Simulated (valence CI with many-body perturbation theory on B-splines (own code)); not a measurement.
Tb34+: electric-dipole lines

Computed by relativistic CI+MBPT: three valence electrons over a frozen Dirac-Fock core [Ar] 3d10, a basis of 11 s, 11 p, 9 d, 7 f, 5 g, 2 h, 1 i functions for each j, with the one-electron correlation potential Σ1, the two-electron term Σ2, the three-electron term Σ3, Breit, model QED; selected CI, second order for the rest (own B-spline code, finite nucleus).

The last digits are not significant, and no measured levels were compared; by estimate large intervals hold to a few tenths of a per cent, small ones and those within an open d or f shell to about a per cent.

Lines 101 to 150 of 273 in falling wavelength, among levels below 411.08 eV, chosen from the strongest by gf and those to the six lowest levels. Wavelengths and rates use the calculated energies. Electric multipoles are in the length gauge, E1 and E2 with the static RPA response of the core. Weak lines are less certain than strong ones. Lines between different terms over intervals too small for the method are left out, as are lines whose strength nearly cancels. Where a level lies close to another of its J and parity, the split of strength between their lines is uncertain. The highest levels of a list are the least certain.

Levels are named by their leading jj configuration (3d3/2^4 stands for four electrons in 3d with j = 3/2), which in mixed levels can hold well under half, so a name can repeat and another be missing. Letters in brackets count levels of one name in rising energy.

```
λ vac (Å)                          Upper                       Lower   A (s⁻¹)  log gf  Branch %
    94.45          (4p1/2^2 4p3/2) J=3/2          (4s 4p1/2^2) J=1/2  8.45e+10   -0.34      52.7
    94.40  (4p1/2 4p3/2 4d3/2) J=1/2 [b]      (4s 4p1/2 4d3/2) J=1/2  9.01e+10   -0.62      12.6
    94.16  (4p1/2 4p3/2 4d5/2) J=3/2 [a]  (4s 4p1/2 4d3/2) J=3/2 [b]  8.59e+10   -0.34      17.2
    94.09  (4p1/2 4p3/2 4d5/2) J=5/2 [b]  (4s 4p1/2 4d5/2) J=5/2 [a]  8.85e+10   -0.15      22.1
    93.80  (4p1/2 4p3/2 4d3/2) J=3/2 [a]  (4s 4p1/2 4d3/2) J=3/2 [a]  9.44e+10   -0.30      41.2
    93.79     (4s 4p3/2 4d5/2) J=5/2 [b]          (4s^2 4d5/2) J=5/2  1.27e+11    0.00      18.1
    93.70         (4s 4p3/2 4d5/2) J=3/2          (4s^2 4d5/2) J=5/2  2.46e+11    0.11      47.6
    93.57     (4s 4p1/2 4d3/2) J=3/2 [b]      (4s 4p1/2 4p3/2) J=5/2  1.06e+10   -1.25       2.1
    93.54            (4p3/2^3) J=3/2 [a]          (4s 4p3/2^2) J=5/2  1.43e+11   -0.12      66.7
    93.41  (4p1/2 4p3/2 4d3/2) J=1/2 [a]  (4s 4p1/2 4d3/2) J=3/2 [a]  1.87e+11   -0.31      84.8
    93.36         (4s 4p1/2 4p3/2) J=1/2          (4s^2 4p1/2) J=1/2  2.94e+11   -0.11      95.0
    93.32             (4s 4p3/2^2) J=1/2          (4s^2 4p3/2) J=3/2  2.06e+11   -0.27      98.0
    92.96  (4p1/2 4p3/2 4d3/2) J=3/2 [b]       (4p1/2 4p3/2^2) J=3/2  4.73e+10   -0.61       8.5
    92.92          (4p1/2 4p3/2^2) J=3/2  (4s 4p1/2 4p3/2) J=3/2 [a]  1.08e+11   -0.25      37.6
    92.68          (4p1/2^2 4d5/2) J=5/2       (4p1/2^2 4p3/2) J=3/2  9.88e+10   -0.12      56.6
    92.26     (4s 4p1/2 4f5/2) J=5/2 [a]  (4s 4p1/2 4d5/2) J=5/2 [a]  1.76e+10   -0.87       5.6
    92.06  (4p1/2 4p3/2 4d5/2) J=5/2 [a]       (4p1/2 4p3/2^2) J=5/2  1.09e+11   -0.08      36.1
    91.81     (4s 4p1/2 4d5/2) J=5/2 [a]      (4s 4p1/2 4p3/2) J=5/2  9.88e+10   -0.13      34.9
    91.65  (4p1/2 4p3/2 4d5/2) J=3/2 [a]       (4p1/2 4p3/2^2) J=5/2  7.31e+10   -0.43      14.6
    91.62     (4s 4p3/2 4d5/2) J=5/2 [b]          (4s 4p3/2^2) J=3/2  7.78e+10   -0.23      11.1
    91.54         (4s 4p3/2 4d5/2) J=3/2          (4s 4p3/2^2) J=3/2  3.47e+10   -0.76       6.7
    91.50          (4p1/2 4p3/2^2) J=5/2  (4s 4p1/2 4p3/2) J=3/2 [a]  4.97e+10   -0.43      39.5
    91.39     (4s 4p3/2 4d3/2) J=1/2 [b]          (4s^2 4d3/2) J=3/2  2.88e+11   -0.14      38.7
    91.29  (4p1/2 4p3/2 4d5/2) J=3/2 [b]       (4p1/2 4p3/2^2) J=1/2  1.20e+11   -0.22      34.7
    91.27         (4s 4p1/2 4d5/2) J=7/2      (4s 4p1/2 4p3/2) J=5/2  1.15e+11    0.06      93.4
    90.96  (4p1/2 4p3/2 4d5/2) J=7/2 [b]       (4p1/2 4p3/2^2) J=5/2  7.40e+10   -0.13      31.8
    90.90     (4s 4p1/2 4f7/2) J=7/2 [a]  (4s 4p1/2 4d5/2) J=5/2 [a]  2.91e+10   -0.54      10.7
    90.83      (4p1/2 4p3/2 4d5/2) J=1/2       (4p1/2 4p3/2^2) J=1/2  2.76e+11   -0.17      66.8
    90.78     (4s 4p1/2 4d5/2) J=5/2 [b]  (4s 4p1/2 4p3/2) J=3/2 [b]  2.49e+11    0.27      92.5
    90.68  (4p1/2 4p3/2 4d5/2) J=5/2 [a]       (4p1/2 4p3/2^2) J=3/2  2.93e+10   -0.66       9.7
    90.27  (4p1/2 4p3/2 4d5/2) J=3/2 [a]       (4p1/2 4p3/2^2) J=3/2  1.04e+11   -0.29      20.9
    90.20         (4s 4p1/2 4d5/2) J=3/2      (4s 4p1/2 4p3/2) J=1/2  2.96e+11    0.16      55.5
    90.18         (4s 4p3/2 4d5/2) J=1/2          (4s 4p3/2^2) J=1/2  2.82e+11   -0.16      70.1
    89.90  (4p1/2 4p3/2 4d5/2) J=5/2 [b]       (4p1/2 4p3/2^2) J=5/2  4.17e+10   -0.52      10.4
    89.87             (4s 4p3/2^2) J=3/2          (4s^2 4p3/2) J=3/2  4.16e+11    0.30      80.7
    89.67            (4p3/2^3) J=3/2 [b]          (4s 4p3/2^2) J=3/2  5.24e+11    0.40      64.2
    89.65     (4s 4p3/2 4d5/2) J=5/2 [a]          (4s 4p3/2^2) J=5/2  2.40e+11    0.24      95.7
    89.52         (4s 4p1/2 4d3/2) J=1/2  (4s 4p1/2 4p3/2) J=3/2 [a]  6.68e+09   -1.79       1.1
    89.34         (4s 4p1/2 4f7/2) J=5/2      (4s 4p1/2 4d5/2) J=3/2  3.73e+11    0.43      64.5
    89.33     (4s 4p1/2 4f7/2) J=7/2 [c]  (4s 4p1/2 4d5/2) J=5/2 [b]  2.62e+11    0.40      80.2
    89.14     (4s 4p1/2 4d3/2) J=3/2 [b]  (4s 4p1/2 4p3/2) J=3/2 [a]  6.58e+10   -0.50      13.0
    88.87         (4s 4p1/2 4f7/2) J=9/2      (4s 4p1/2 4d5/2) J=7/2  1.57e+11    0.27      93.3
    88.58  (4p1/2 4p3/2 4d5/2) J=5/2 [b]       (4p1/2 4p3/2^2) J=3/2  1.18e+11   -0.08      29.5
    88.49     (4s 4p1/2 4f7/2) J=7/2 [b]      (4s 4p1/2 4d5/2) J=7/2  6.35e+10   -0.22      19.1
    88.48     (4s 4p1/2 4f5/2) J=5/2 [b]  (4s 4p1/2 4d5/2) J=5/2 [a]  2.53e+10   -0.75       9.0
    88.30         (4s 4p1/2 4d5/2) J=3/2  (4s 4p1/2 4p3/2) J=3/2 [b]  1.08e+11   -0.30      20.3
    88.22         (4s 4p3/2 4d5/2) J=3/2          (4s 4p3/2^2) J=1/2  2.13e+11    0.00      41.3
    87.98     (4s 4p1/2 4f7/2) J=7/2 [b]  (4s 4p1/2 4d5/2) J=5/2 [a]  2.08e+11    0.29      62.6
    87.88             (4s^2 4d5/2) J=5/2          (4s^2 4p3/2) J=3/2  3.47e+11    0.38     100.0
    87.54     (4s 4p1/2 4d5/2) J=5/2 [a]  (4s 4p1/2 4p3/2) J=3/2 [a]  1.68e+11    0.06      59.3
```

Question: How does gf follow from A for the line at 94.16 Å?

Answer: gf = 1.4992 × (2J+1)_upper × A / σ², with σ = 1062078 cm⁻¹ and 2J+1 = 4: gf = 0.456.
